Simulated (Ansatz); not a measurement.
Stepwise reaction of `OB(O[SiH3])O[SiH3]` with hydrogen fluoride, as a gas-phase model of exchange steps in deposition or etching. ΔE in kJ/mol; ΔG adds harmonic PBE0-D4 terms to CCSD(T)/CBS, at 1 bar.

Isolated molecules relaxed with PBE0-D4/def2-TZVP in Ansatz; ΔE leaves out vibrations. CBS: MP2 limit from def2 TZ/QZ plus the TZ coupled-cluster correction, frozen cores. This one scheme is used for every species. DFT in def2-TZVPP. B3LYP here is the variant with VWN-RPA as its local correlation; programs differ in this. One conformer a species, not always the lowest.

```csv
step,reaction,PBE-D4,B3LYP-D4,ωB97M-V,CCSD(T)/CBS,ΔG(500 K)
1,`OB(O[SiH3])O[SiH3]` + H–F → `OB(F)O[SiH3]` + `O[SiH3]`,-12.9,-11.1,-13.3,-6.8,-17.0
2,`OB(F)O[SiH3]` + H–F → `OB(F)F` + `O[SiH3]`,-12.6,-10.5,-12.0,-6.4,-14.1
```

(1) By hand: ΔE of the 2 steps together at CCSD(T)/CBS.

Answers

(1) (-6.8) + (-6.4) = -13.2 kJ/mol, or -6.6 kJ/mol a step.

In ΔE the steps differ by no more than 0.4 kJ/mol. All are downhill at CCSD(T)/CBS. ΔG lies between -17.0 and -14.1 kJ/mol a step. PBE-D4 differs from CCSD(T)/CBS by -6.2 to -6.1 kJ/mol a step. Only this route is followed, and other bonds may react first. Isolated molecules leave out the surface, adducts and barriers. Largest T1 diagnostic: 0.012.
